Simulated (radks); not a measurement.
Spherical jellium clusters: N electrons in a uniform positive sphere of charge N and radius rs N^(1/3), rs = 2.58 bohr. Method: non-relativistic Kohn-Sham, PBEsol, spin-polarised, spherical densities; computed with a radial shooting solver with Libxc functionals. Levels are named by radial order and angular momentum (1s, 1p, 1d, 2s, ...), and open shells are averaged over m.

N = 14, configuration 1s2 1p6 1d(up 5, down 0) 2s(up 1, down 0). This is the lowest configuration that the search found. Occupied and some empty levels:

level,occupation,eigenvalue (eV),<r> (bohr)
1s up,1,-8.8081,3.966
1s down,1,-8.0027,3.887
1p up,3,-6.5712,4.884
1p down,3,-5.6708,4.772
1d up,5,-3.9678,5.662
2s up,1,-3.2651,5.346
1d down,0,-2.9514,5.632
2s down,0,-2.2512,5.717
1f up,0,-1.2185,6.691
2p up,0,-0.98885,8.176

Energy (eV): total -15.8692, kinetic 52.891, external -987.04, Hartree 475.55, exchange-correlation -71.901, background 514.63.

Electron density:

r (bohr),n(r) (e/bohr^3)
0.748,0.01459
1.55,0.01424
2.35,0.01431
3.16,0.01463
3.96,0.01413
4.76,0.01183
5.57,0.008062
6.37,0.004384
7.17,0.002011
7.97,0.0008319
8.78,0.0003263
9.58,0.0001261
10.4,0.00004909
